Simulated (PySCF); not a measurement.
C₂H₈OSi₂, SMILES C=C[SiH2]O[SiH3].

Coordinates come from a ωB97X-D3(BJ)/def2-SVP optimisation. One conformer was computed; it need not be the lowest.

Method: PBE/def2-TZVP (PySCF).

### Question
Estimate the frontier levels, gap, dipole moment and polarisability. (Estimate from the structure and the level; the computed values follow.)

### Answer

- highest occupied level: -6.83 eV
- lowest empty level: -1.51 eV
- orbital gap: 5.32 eV
- dipole moment: 0.51 D
- quadrupole, principal values (traceless, Buckingham form, about the centre of nuclear charge): -4.53, -0.01, 4.54 D·Å
- mean static polarisability: 80.0 bohr³ (11.86 Å³)
- polarisability, principal values: 64.4, 83.3, 92.4 bohr³
